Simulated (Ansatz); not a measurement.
The cluster Li₅Al₂ (the lowest doublet isomer of a short search). Total charge 0; doublet. Geometry r2SCAN-D4/def2-TZVP, basis def2-TZVP, Ansatz.

```xyz
7

Al   -0.5515    0.0667   -0.5306
Al   -1.3789   -0.0365    1.9334
Li   -0.6308    2.3032    0.8983
Li    1.0943    1.6330   -1.9096
Li    0.9024   -1.5057   -2.1048
Li    1.4774   -0.1581    1.1028
Li   -0.9129   -2.3026    0.6105
```

```csv
run,HOMO (eV),LUMO (eV)
A,-2.87,-2.14
B,-3.07,-1.96
C,-3.28,-1.72
D,-3.57,-1.03
E,-2.56,-2.09
F,-2.76,-2.24
```

The structure comes from a short search, and lower isomers may exist.

HOMO and LUMO are taken over both spins.

The runs used B97M-V, BHLYP, PBE, PBE0, r2SCAN, r2SCANh. Estimate which is which.

A r2SCAN (0 % exact exchange); B r2SCANh (10 % exact exchange); C PBE0 (25 % exact exchange); D BHLYP (50 % exact exchange); E B97M-V (0 % exact exchange); F PBE (0 % exact exchange). Exact exchange lowers occupied and raises empty levels; among semilocal functionals meta-GGAs tend to open the gap a little, and such runs are hard to tell apart. The gap grows from 0.47 eV (B97M-V) to 2.54 eV (BHLYP). At r2SCAN-D4/def2-TZVP, r2SCANh-D4/def2-TZVP the charge 0 doublet is spin-contaminated (final ⟨S²⟩ up to 0.88, 0.75 for a pure state).
